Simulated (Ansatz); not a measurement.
Correlation energies of `F[C]1=C(F)[Se][AlH]1` by basis set

| atom | x (Å) | y (Å) | z (Å) |
| --- | --- | --- | --- |
| F1 | 0.043 | 1.298 | 1.730 |
| C2 | -0.030 | 0.503 | 0.658 |
| C3 | 1.043 | -0.119 | 0.141 |
| F4 | 2.283 | -0.051 | 0.585 |
| Se5 | 0.694 | -1.229 | -1.427 |
| Al6 | -1.259 | -0.209 | -0.636 |
| H7 | -2.774 | -0.194 | -1.051 |

Total charge 0; spin multiplicity 1. Correlated methods include outer-core shells of Se, which these sets cover unevenly. Scalar relativity is left out up to krypton. The geometry is a stationary point of PBE0-D4/def2-TZVP. Frozen core, restricted reference, Ansatz 0.2.0.

| basis | HF (Eh) | MP2 corr. | CCSD corr. | (T) | CCSD(T) total |
| --- | --- | --- | --- | --- | --- |
| def2-SVP | -2916.32270 | -0.90289 | -0.92294 | -0.02853 | -2917.27417 |
| def2-TZVPP | -2917.04922 | -1.13280 | -1.14592 | -0.04787 | -2918.24301 |
| def2-QZVPP | -2917.11515 | -1.50975 | – | – | – |
